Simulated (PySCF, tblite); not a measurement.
C8H12Si.
SMILES: `C[C@@H]1[SiH2]CC2=C1C=CC2`

Computed, not measured: PBE0/pcSseg-1 in PySCF (dipole) on a GFN2-xTB geometry, gas phase.

Take the most abundant isotopes and a rigid rotor. 

(1) What are A, B and C (GHz)?

(2) Classify the top.

(3) Is it planar, by Δ = Ic − Ia − Ib?

(4) Give the other two planar moments, Paa and Pbb, and the rms extents of the mass along the axes.

(5) Which types of transition are allowed, and where do some lines up to J = 4 fall?

(6) Estimate the classical rotational partition function at 10 K, 50 K and 500 K.

Answers

(1) Ia = 218.09, Ib = 405.25, Ic = 578.55 u·Å²; 505379 MHz·u·Å²/I gives 2317, 1247 and 873.5 MHz, that is A = 2.3173, B = 1.2471, C = 0.8735 GHz.

(2) An asymmetric top. Ray's parameter κ = (2B − A − C)/(A − C) = -0.483; −1 is the prolate and +1 the oblate limit.

(3) Not planar: Δ = Ic − Ia − Ib = -44.79 u·Å². For a rigid frame Δ = −2 Σ m c², so Σ m c² = 22.40 u·Å² lies off the ab plane: 11.88 from hydrogen and 10.51 from heavier atoms. The atom farthest from that plane is 1.64 Å away.

(4) Paa = Σ m a² = (Ib + Ic − Ia)/2 = 382.86 and Pbb = Σ m b² = (Ia + Ic − Ib)/2 = 195.69 u·Å². With the mass M = 136.07 u, the rms extents √(P/M) along a, b and c are 1.68, 1.20, 0.41 Å.

(5) The dipole components are |μa| = 0.28 D, |μb| = 0.36 D, |μc| = 0.15 D. Intensities carry the squares of the components, which stand as 0.62 : 1.00 : 0.19 (a : b : c). Some lines, for components of 0.1 D or more:

```
type  branch         J(Ka,Kc)    MHz  lower level (cm⁻¹)
   a       Q  1(1,0) ← 1(1,1)    374               0.106
   a       Q  3(2,1) ← 3(2,2)    387               0.592
   b       Q  1(1,0) ← 1(0,1)   1444               0.071
   a       R  1(0,1) ← 0(0,0)   2121               0.000
   b       R  2(0,2) ← 1(1,1)   3089               0.106
   b       R  4(2,2) ← 3(3,1)   3127               0.803
   b       R  3(1,2) ← 2(2,1)   3653               0.380
   b       Q  2(2,1) ← 2(1,2)   4331               0.235
   c       Q  3(3,1) ← 3(2,1)   5945               0.605
   b       Q  3(3,0) ← 3(2,1)   5957               0.605
   c       R  2(1,1) ← 1(0,1)   6059               0.071
   b       Q  3(3,1) ← 3(2,2)   6332               0.592
   a       R  3(2,1) ← 2(2,0)   6666               0.383
   a       R  4(2,3) ← 3(2,2)   8418               0.592
   b       Q  4(4,1) ← 4(3,2)   8682               1.091
   a       R  4(3,1) ← 3(3,0)   8684               0.804
   b       R  3(2,2) ← 2(1,1)   9573               0.273
   b       R  3(2,1) ← 2(1,2)  11080               0.235
   b       R  4(2,3) ← 3(1,2)  11127               0.502
   b       R  3(3,1) ← 2(2,0)  12612               0.383
   c       R  3(3,0) ← 2(2,0)  12623               0.383
   b       R  4(2,2) ← 3(1,3)  14397               0.427
   c       R  4(3,1) ← 3(2,1)  14641               0.605
   b       R  4(3,1) ← 3(2,2)  15028               0.592
   b       R  4(4,1) ← 3(3,0)  17288               0.804
   c       R  4(4,0) ← 3(3,0)  17289               0.804
   c       R  4(4,1) ← 3(3,1)  17299               0.803
   b       R  4(4,0) ← 3(3,1)  17301               0.803
```

(6) Point group C1, symmetry number σ = 1; q = (√π/σ)·√((kT/h)³/(ABC)), k/h = 20836.6 MHz/K: 3360 at 10 K, 37500 at 50 K, 1190000 at 500 K.

Its GFN2-xTB frequencies are all real (lowest 45 cm⁻¹). No vibrational averaging or centrifugal distortion is included, and the geometry carries the error of its method. A rigid rotor knows nothing of internal rotation, which can split or shift real lines.
